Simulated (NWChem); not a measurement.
**Atomisation of HClSi**

```
Si
H 1 1.5390
Cl 1 2.1042 2 95.63
```
Charge 0, spin multiplicity 1.

All runs are NWChem calculations. Structure: optimised with B3LYP/def2-SVP, a minimum by its harmonic frequencies.

Basis set: def2-TZVP. The atomisation energy is electronic alone: no zero-point, thermal, spin-orbit or counterpoise terms. No value is extrapolated to the basis-set limit. Free atoms are single determinants with multiplicities Si 3, H 2, Cl 2. Correlated methods freeze the same cores in atoms and molecule, 10 orbitals in all.

B3LYP has NWChem's definition, with VWN1-RPA local correlation. The structure started from a generated list of species. No SCF solution was tested for a lower state. Open-shell Hartree-Fock references start from PBE0 orbitals.

Q: Order these methods by the atomisation energy they give, lowest first: HF, PBE0, PBE, MP2, r2SCAN.

A: HF (126.2 kcal/mol), MP2 (171.2 kcal/mol), PBE0 (174.8 kcal/mol), r2SCAN (176.6 kcal/mol), PBE (178.3 kcal/mol)
